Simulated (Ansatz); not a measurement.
`N[CH2][SnH2][NH2]`, one more setting.

```yaml
crystal:
  periodic: [false, false, false]
  atoms:
    - {symbol: N, position_ang: [-1.708356, 0.630459, 0.217260]}
    - {symbol: C, position_ang: [-0.435898, 1.075622, -0.412590]}
    - {symbol: Sn, position_ang: [1.160454, -0.127495, 0.393619]}
    - {symbol: N, position_ang: [0.929460, -2.071601, -0.066303]}
    - {symbol: H, position_ang: [-2.460302, 1.137036, -0.226649]}
    - {symbol: H, position_ang: [-1.657094, 0.806823, 1.213217]}
    - {symbol: H, position_ang: [-0.202010, 2.148450, -0.309358]}
    - {symbol: H, position_ang: [-0.443213, 0.871486, -1.496595]}
    - {symbol: H, position_ang: [2.732728, 0.264448, -0.278442]}
    - {symbol: H, position_ang: [1.156796, 0.016255, 2.111464]}
    - {symbol: H, position_ang: [1.218359, -2.264404, -1.046970]}
    - {symbol: H, position_ang: [-0.111790, -2.321862, -0.044964]}
basis:
  gaussian: {orbitals: ANO-RCC-VTZP}
hamiltonian: {xc: {name: rPW86-PBE}, pseudopotentials: {relativity: none}}
```

```sh
$ ansatz run in.yaml --threads 4 --pin off --events-out ev --progress --plain --max-ram 10444MiB
```

Output, abridged:

```
Functional definition: rPW86-PBE
1799 factors; their error is unknown
mean field evaluation 1: about -163502.2903 eV, gradient 1.1e2 eV
mean field evaluation 2: about -163383.4159 eV, gradient 2.1e2 eV
mean field evaluation 4: about -163523.8519 eV, gradient 2.2e1 eV
mean field evaluation 8: about -163524.7967 eV, gradient 3.8e-1 eV
mean field evaluation 16: about -163524.7600 eV, gradient 5.8e-4 eV
mean field -163524.75996930 eV, -6009.4240878085 hartree, gradient 4.6e-5 eV, S^2 0.000000; 0 other end points of the search recorded, 0 dependent functions left out
reference -163524.76017411 eV, -6009.4240953352 hartree; 39, 39 occupied and 231, 231 virtual orbitals, 1799 factors
WARN: the results are in doubt because the basis set is contracted for relativity, which is off
Total energy: -163524.76017411 eV, -6009.4240953352 hartree
In doubt: the basis set is contracted for relativity, which is off
```

Run time 12 s (4 threads of an Arm Neoverse V2 on a shared host); peak host memory 0.64 GiB.
